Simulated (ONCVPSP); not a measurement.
## Configuration tests for In (ONCV)

ONCVPSP 4.0.1 input, shortened (lines: element, Z, core and valence counts, functional; n l f; lmax; l rc ep ncon nbas qcut; lloc lpopt rc5 dvloc0; l nproj debl; icmod fcfact rcfact), PBE, fully relativistic:

```
  In 49.00    9    2        4      upf
    1    0    2.00
    2    0    2.00
    2    1    6.00
    3    0    2.00
    3    1    6.00
    3    2   10.00
    4    0    2.00
    4    1    6.00
    4    2   10.00
    5    0    2.00
    5    1    1.00
    1
    0    1.75    0.00    4    8    3.40
    1    2.60    0.00    3    8    3.80
    4    5    1.45    0.00
    0    1    3.60
    1    1    1.40
    3    1.75    1.25
```

Open shells are filled in proportion to 2j + 1.

Energies are relative to the spin-unpolarised reference configuration 5s2 5p1; without spin polarisation the order of configurations can differ from experiment. Not all tests gave a result: 1 of 4 tests not solved or not reliable.

```tsv
valence configuration	charge	ΔE all-electron (eV)	error AE − PS (meV)
5s2 5p0	+1	5.374	+15
5s2 5p0.5	+0.5	1.945	+4.0
5s0 5p3	0	11.921	+118
```

Note: ghosts flagged at negative energy: s at -81.4 eV; GHOST(+) flagged for p3/2 at 1.36 eV, p1/2 at 5.2 eV. A true bound ghost makes a file unfit for plane-wave use.
